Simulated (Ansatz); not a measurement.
Cost and result for the atomization energy of C₂H₆BO₂ (`CO[B]OC`) radical (11 atoms, 10 bonds).

```xyz
11

C     1.339   -0.651    1.900
O     0.674    0.306    1.102
B     0.000   -0.027   -0.009
O    -0.624    0.905   -0.744
C    -1.342    0.589   -1.918
H     2.397   -0.386    1.961
H     1.242   -1.657    1.483
H     0.913   -0.634    2.904
H    -0.900    1.127   -2.759
H    -1.320   -0.484   -2.124
H    -2.378    0.912   -1.797
```

Total charge 0; spin multiplicity 2. The geometry is a stationary point of PBE0-D4/def2-TZVP. It is one conformer, not always the lowest. Program: Ansatz. All runs use 4 threads of an Arm Neoverse V2 on a shared host. Times are those of one run each, without the atoms' runs, and a repeat can differ threefold. Electronic energies, without spin–orbit coupling; frozen cores. CCSD(T)/CBS adds CCSD(T) − MP2 in def2-TZVPP to the MP2 limit, and its time is that of the two runs behind it. T1 = 0.014; ⟨S²⟩ of the reference is 0.75. B3LYP takes the VWN-RPA correlation (the form of Gaussian; ORCA's B3LYP/G). HSE06 is the plane-wave form, built on full-range PBE exchange.

CCSD(T)/CBS is a level of theory with its own doubt, some kJ/mol a heavy atom from the limit and from the frozen cores, so smaller differences don't rank the functionals.

```
                            level  functions  wall time
           LDA (SPW92)/def2-TZVPP        239      1.4 s
               BLYP-D4/def2-TZVPP        239      2.6 s
             revPBE-D4/def2-TZVPP        239      2.8 s
              HSE06-D4/def2-TZVPP        239        4 s
B3LYP-D4/def2-TZVPP (with forces)        239      4.3 s
              PBE-QIDH/def2-TZVPP        239        6 s
            r2SCANh-D4/def2-TZVPP        239        7 s
               ωB97X-V/def2-TZVPP        239      9.5 s
 ωB97M-V/def2-TZVPP (with forces)        239       12 s
                 CCSD(T)/def2-SVP        100       16 s
                   MP2/def2-QZVPP        465       24 s
               CCSD(T)/def2-TZVPP        239     20 min
                CCSD(T)/CBS(def2)          –     21 min
```

Problem. What atomization energy does each give, and how far from CCSD(T)/CBS? (Estimate.)

Solution. The calculation gave: 
```csv
level,atomization (kcal/mol),difference from CCSD(T)/CBS,per bond
LDA (SPW92)/def2-TZVPP,1201.6,165.4,16.5
BLYP-D4/def2-TZVPP,1043.1,6.9,0.7
revPBE-D4/def2-TZVPP,1037.6,1.4,0.1
HSE06-D4/def2-TZVPP,1045.1,8.9,0.9
B3LYP-D4/def2-TZVPP (with forces),1041.6,5.4,0.5
PBE-QIDH/def2-TZVPP,1034.1,-2.1,-0.2
r2SCANh-D4/def2-TZVPP,1039.9,3.7,0.4
ωB97X-V/def2-TZVPP,1038.7,2.5,0.2
ωB97M-V/def2-TZVPP (with forces),1040.8,4.6,0.5
CCSD(T)/def2-SVP,992.3,-43.9,-4.4
MP2/def2-QZVPP,1049.2,13.0,1.3
CCSD(T)/def2-TZVPP,1011.4,-24.8,-2.5
CCSD(T)/CBS(def2),1036.2,0.0,0.0
```

From BLYP to BHLYP (50 % exact exchange), in def2-TZVPP and without D4, the atomization energy moves by −31.8 kcal/mol: exact exchange takes away binding that semilocal exchange gives to molecules. The D4 term adds +5.9 kcal/mol with B3LYP and +3.1 kcal/mol with PBE0; it sums over pairs of atoms, weighted by their polarisabilities, and B3LYP, whose exchange is more repulsive, gets the larger term. At CCSD(T), def2-SVP lies −43.9 kcal/mol from the extrapolated value and def2-TZVPP −24.9 kcal/mol: correlation converges slowly with the basis, and small sets miss more of it in the bonded molecule than in its fragments.
